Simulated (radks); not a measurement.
Spherical jellium clusters: N electrons in a uniform positive sphere of charge N and radius rs N^(1/3), rs = 4.79 bohr. Calculated with a radial shooting solver with Libxc functionals: non-relativistic Kohn-Sham, PBE, spin-polarised, spherical densities. Levels are named by radial order and angular momentum (1s, 1p, 1d, 2s, ...), and open shells are averaged over m.

N = 3, configuration 1s2 1p(up 1, down 0). This is the lowest configuration that the search found. Occupied and some empty levels:

level,occupation,eigenvalue (eV),<r> (bohr)
1s up,1,-3.3629,5.143
1s down,1,-3.0806,4.822
1p up,1,-2.0355,6.498
1p down,0,-1.5897,6.504
1d up,0,-0.60846,8.615

Energy (eV): total -4.67184, kinetic 4.0029, external -41.129, Hartree 20.079, exchange-correlation -8.8948, background 21.270.

Electron density:

r (bohr),n(r) (e/bohr^3)
0.831,0.003459
1.72,0.003342
2.61,0.003109
3.50,0.002728
4.40,0.002208
5.29,0.001612
6.18,0.001041
7.07,0.0005881
7.96,0.0002982
8.85,0.0001430
9.74,0.00006691
10.6,0.00003087
11.5,0.00001422
